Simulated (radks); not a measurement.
Values are calculated unless marked as measured or tabulated.
Effect of the nuclear size on the chromium ion Cr3+, [Ar] 3d3. Code: a radial shooting solver on a logarithmic mesh with Libxc functionals. Model: Dirac Kohn-Sham, BLYP, spin-unpolarised, spherical densities, finite nucleus; open shells are shared between the two j in proportion to 2j + 1; Fermi nuclear charge, rms radius 3.6452 fm. The rms radius is varied about that value; shifts are against it.

rms radius (fm)	total energy shift (eV)	density at nucleus (e/bohr^3)	1s1/2 shift (meV)	2s1/2 shift (meV)	3s1/2 shift (meV)
2.9635	-0.0251	1.153e+04	-10.6	-0.926	-0.134
3.4848	-0.00635	1.146e+04	-2.69	-0.234	-0.034
3.6452	0	1.144e+04	0.000	0.000	0.000
4.0061	0.0153	1.14e+04	6.48	0.565	0.081
4.0535	0.0174	1.14e+04	7.37	0.643	0.093

Slopes of the eigenvalues against <r^2> in GHz/fm^2, as finite differences over the two radii next to the reference (eigenvalue slopes, not the field-shift constants of lines): 1s1/2 568, 2s1/2 49.5, 3s1/2 7.14.
